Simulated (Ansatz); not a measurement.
BClFH4NSi, SMILES `NB(F)[SiH2]Cl`, relaxed with RKS PBE0-D4/def2-TZVP in Ansatz 0.2.0 from a PBE-D4/def2-SVP geometry. The force threshold is 0.005 eV/Å; the program also tests the step.

Charge 0, multiplicity 1.

Start:

```xyz
9

N    -0.385    0.440    1.494
B     0.625    0.333    0.534
F     1.886    0.725    0.828
Si    0.148   -0.427   -1.293
Cl   -1.927   -0.820   -1.227
H    -1.343    0.151    1.286
H    -0.235    0.807    2.436
H     0.392    0.515   -2.441
H     0.840   -1.724   -1.618
```

```json
{"step": "1", "energy (eV)": "-25342.8687", "largest force (eV/Å)": "0.595", "largest move (Å)": "0.000"}
{"step": "2", "energy (eV)": "-25342.9030", "largest force (eV/Å)": "0.147", "largest move (Å)": "0.048"}
{"step": "3", "energy (eV)": "-25342.9074", "largest force (eV/Å)": "0.051", "largest move (Å)": "0.027"}
{"step": "4", "energy (eV)": "-25342.9080", "largest force (eV/Å)": "0.027", "largest move (Å)": "0.020"}
{"step": "5", "energy (eV)": "-25342.9083", "largest force (eV/Å)": "0.024", "largest move (Å)": "0.016"}
{"step": "6", "energy (eV)": "-25342.9083", "largest force (eV/Å)": "0.016", "largest move (Å)": "0.006"}
{"step": "7", "energy (eV)": "-25342.9084", "largest force (eV/Å)": "0.003", "largest move (Å)": "0.006"}
```

End:

```xyz
9

N    -0.382    0.454    1.509
B     0.590    0.316    0.531
F     1.852    0.685    0.802
Si    0.133   -0.433   -1.297
Cl   -1.898   -0.864   -1.311
H    -1.339    0.190    1.347
H    -0.192    0.822    2.427
H     0.385    0.526   -2.402
H     0.851   -1.697   -1.606
```

It took 25 s on 4 threads of an Arm Neoverse V1 on a shared host, with 0.47 GiB of host memory at the peak.
